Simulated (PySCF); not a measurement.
A run for PySCF: R-MP2/6-31G* on CH5AlO2 (SMILES [CH3][Al]([OH])[OH]), a point of a torsion scan.

```python
from pyscf import gto, scf, dft, mp
from pyscf.data.elements import chemcore

mol = gto.M(
    atom='''
    C    -1.41877699   -0.05998821    0.16333418
    Al    0.47775678    0.28044440   -0.34577085
    O     1.14590844   -0.64505184   -1.53290661
    O     1.28800419    1.46277580    0.46538963
    H    -1.47293143   -0.65981604    1.07009632
    H    -1.95042261   -0.59746663   -0.61801245
    H    -1.94391291    0.87055619    0.36683792
    H     1.55189044   -1.16833318   -2.20650457
    H     1.77930252    2.13224166    0.91575502
    ''',
    basis='6-31g*',
    cart=True,
    charge=0, spin=0, verbose=3, max_memory=1800)
mf = scf.RHF(mol)
mf.conv_tol = 1e-8
mf.max_cycle = 100
mf.kernel()
if not mf.converged:
    mf = mf.newton().run(mf.mo_coeff, mf.mo_occ)
pt = mp.MP2(mf, frozen=chemcore(mol)).run()
```

The log:

```
converged SCF energy = -432.503192948386
E(RMP2) = -433.048156820511  E_corr = -0.544963872124989
E(SCS-RMP2) = -433.036452440718  E_corr = -0.533259492331972
```

The calculation finished and met its thresholds.

Cost: around 0.9 core-seconds (rough).
